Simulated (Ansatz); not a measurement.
Consider the redistribution: `[CH3][GeH]([F])[F]` + `CNB(C)C` → `C[NH][GeH]([F])[F]` + `CB(C)C`.

Computed with Ansatz on PBE0-D4/def2-TZVP structures; ΔE is electronic, products minus reactants. CBS: MP2 limit from def2 TZ/QZ plus the TZ coupled-cluster correction, frozen cores. DFT in def2-TZVPP. For Ge outer-core shells are correlated without core-valence functions, which leaves a few kJ/mol of doubt a bond. Scalar relativity is left out up to krypton. One conformer a species, not always the lowest.

```csv
level,ΔE (kJ/mol),difference from CCSD(T)/CBS
LDA (SPW92),122.2,10.9
PBE-D4,115.6,4.3
r2SCAN-D4,111.0,-0.3
r2SCANh-D4,110.9,-0.4
r2SCAN0-D4,110.7,-0.6
BHLYP-D4,109.7,-1.6
CAM-B3LYP-D4,112.6,1.3
ωB97X-V,108.1,-3.2
ωB97M-V,111.3,0.0
PBE-QIDH,111.7,0.4
BLYP,114.8,3.5
r2SCANh,110.8,-0.5
RPA@PBE/def2-TZVPP,112.3,1.0
CCSD/def2-TZVPP,110.2,-1.1
MP2/def2-QZVPP,111.6,0.3
HF/CBS(def2),99.6,-11.7
CCSD(T)/CBS,111.3,0
```

Largest T1 diagnostic among the species: 0.012.

From BLYP to BHLYP (50 % exact exchange), in def2-TZVPP and without D4, ΔE moves by −4.3 kJ/mol. In def2-TZVPP, CCSD(T) changes the Hartree–Fock value by +11.7 kJ/mol (the triples alone add +1.8 kJ/mol) and MP2 by +11.9 kJ/mol. Leaving LDA and LC-ωPBE aside and taking each functional with its dispersion term where it has one, the values spread over 7.5 kJ/mol, from ωB97X-V to PBE-D4. LDA lies +6.3 kJ/mol from PBE without D4.
